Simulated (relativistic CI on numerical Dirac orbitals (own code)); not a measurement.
## Hf⁺: resonant inelastic scattering at the L2,3 edge

Computed with this model: Dirac-Coulomb-Breit CI, separate exchange-only KLI orbitals for each configuration, model QED, valence Slater integrals scaled by 0.8, Kramers-Heisenberg scattering through one core-hole configuration in a parametric crystal field; configurations [Xe] 4f14 5d3 → [He] 2s2 2p5 3s2 3p6 3d10 4s2 4p6 4d10 4f14 5s2 5p6 5d4; 80 K; core-hole width 5 eV; summed over polarisations. Incident energies are the highest absorption maxima for each field (at most a few, so the weaker spin-orbit partner edge can be absent), on the computed scale of the free ion. Intensities are in per cent of the strongest line above 0.02 eV; levels within 1 cm⁻¹ are merged; final levels count from the ground level, the first row holds all elastic scattering, lines under 0.4 are left out and each table stops after 24 rows. The scale of the Slater integrals is a model choice and moves the terms in proportion. The configuration is assumed, with all valence electrons in the open shell; the free ion's ground configuration is another.

Field parameters in Wybourne normalisation: D4h B²₀ = −7Ds, B⁴₀ = 21(Dq − Dt), B⁴₄ = 21√(5/14) Dq. The field is a parameter set, without covalency.

S is read from ⟨S²⟩ = S(S + 1).

D4h, 10Dq = 15400, Ds = 300, Dt = 550 cm⁻¹:

```tsv
Final level (eV)	Degeneracy	Irrep	S	9557.7 eV	10736.8 eV
0.000	2	Γ7	1.49	4730.5	709.4
0.002	2	Γ6	1.49	7.9	13.7
0.927	2	Γ6	0.58	21.5	39.4
0.991	2	Γ7	0.57	7.4	13.9
1.002	2	Γ6	0.64	4.9	17.2
1.031	2	Γ7	0.62	19.4	39.7
1.076	2	Γ6	0.65	14.4	36.4
1.236	2	Γ7	1.43	83.3	31.6
1.267	2	Γ7	1.46	97.6	20.1
1.324	2	Γ6	1.43	100.0	14.0
1.382	2	Γ6	1.37	75.7	4.4
1.595	2	Γ7	0.60	31.9	33.0
1.675	2	Γ7	0.65	43.2	51.4
1.703	2	Γ6	0.70	42.8	47.3
1.905	2	Γ7	1.47	97.7	10.3
1.932	2	Γ6	1.42	78.8	14.9
1.981	2	Γ6	1.12	28.7	5.1
2.029	2	Γ7	1.40	33.6	5.3
2.065	2	Γ6	1.10	16.1	10.9
2.171	2	Γ6	1.41	80.6	4.8
2.196	2	Γ6	1.39	59.0	8.1
2.216	2	Γ7	1.46	30.0	14.9
2.249	2	Γ7	1.39	17.0	17.9
2.265	2	Γ7	0.71	10.0	15.5
```

D4h, 10Dq = 8850, Ds = -1180, Dt = 840 cm⁻¹:

| Final level (eV) | Degeneracy | Irrep | S | 9557.5 eV | 10736.7 eV |
| --- | --- | --- | --- | --- | --- |
| 0.000 | 2 | Γ7 | 1.48 | 8804.7 | 772.5 |
| 0.001 | 2 | Γ6 | 1.38 | 30.4 | 71.9 |
| 0.176 | 2 | Γ6 | 1.32 | 64.1 | 59.1 |
| 0.235 | 2 | Γ7 | 1.48 | 44.8 | 25.5 |
| 0.294 | 2 | Γ6 | 1.34 | 53.7 | 25.6 |
| 0.320 | 2 | Γ7 | 1.48 | 46.4 | 21.3 |
| 0.343 | 2 | Γ6 | 1.11 | 85.6 | 10.1 |
| 0.458 | 2 | Γ7 | 0.67 | 67.1 | 27.3 |
| 0.506 | 2 | Γ6 | 1.00 | 16.1 | 2.9 |
| 0.528 | 2 | Γ7 | 1.48 | 9.8 | 9.1 |
| 0.603 | 2 | Γ6 | 1.28 | 50.5 | 11.9 |
| 0.718 | 2 | Γ7 | 1.45 | 69.4 | 39.8 |
| 0.763 | 2 | Γ6 | 1.39 | 75.9 | 34.8 |
| 0.793 | 2 | Γ7 | 1.42 | 38.4 | 27.9 |
| 0.848 | 2 | Γ6 | 1.39 | 100.0 | 8.6 |
| 0.901 | 2 | Γ7 | 0.71 | 8.7 | 29.5 |
| 1.084 | 2 | Γ6 | 0.61 | 51.8 | 12.1 |
| 1.138 | 2 | Γ6 | 0.82 | 37.7 | 30.9 |
| 1.203 | 2 | Γ6 | 1.09 | 70.1 | 14.6 |
| 1.208 | 2 | Γ7 | 1.25 | 56.4 | 13.1 |
| 1.267 | 2 | Γ7 | 0.76 | 20.8 | 15.5 |
| 1.276 | 2 | Γ6 | 0.85 | 52.6 | 29.9 |
| 1.321 | 2 | Γ6 | 0.57 | 11.0 | 3.3 |
| 1.336 | 2 | Γ7 | 0.59 | 13.7 | 7.2 |

D4h, 10Dq = 28100, Ds = -840, Dt = 330 cm⁻¹:

```csv
Final level (eV),Degeneracy,Irrep,S,9558.2 eV,10737 eV
0.000,2,Γ6,1.49,3366.7,542.0
0.001,2,Γ7,1.50,4.4,7.9
0.762,2,Γ6,0.51,22.4,24.5
0.864,2,Γ7,0.50,15.1,13.1
1.060,2,Γ7,0.51,12.7,21.6
1.069,2,Γ6,0.50,9.6,14.1
1.112,2,Γ6,0.50,21.7,26.6
1.739,2,Γ7,0.51,33.5,35.2
1.983,2,Γ7,0.51,33.7,36.7
2.060,2,Γ6,0.51,29.3,28.8
3.108,2,Γ7,1.50,71.0,16.6
3.121,2,Γ6,1.49,94.6,10.5
3.121,2,Γ7,1.50,81.5,25.5
3.126,2,Γ6,1.50,86.8,20.1
3.474,2,Γ7,1.49,80.4,8.9
3.491,2,Γ6,1.49,100.0,23.3
3.646,2,Γ6,1.34,57.7,9.6
3.673,2,Γ7,1.49,28.4,18.0
3.680,2,Γ6,1.49,39.7,11.1
3.695,2,Γ7,1.49,19.9,23.6
3.794,2,Γ6,0.78,9.3,2.2
4.067,2,Γ6,0.52,12.5,7.3
4.119,2,Γ7,0.55,10.1,3.3
4.226,2,Γ6,0.52,9.0,5.7
```

For the first field the strongest loss at the lowest incident energy is the level at 1.32 eV (S = 1.43, against 1.49 in the thermal ground state). Levels of other spin, the first over 8 % at 0.93 eV, appear because spin-orbit coupling of the core hole, and in heavier ions of the valence shell too, mixes spins.
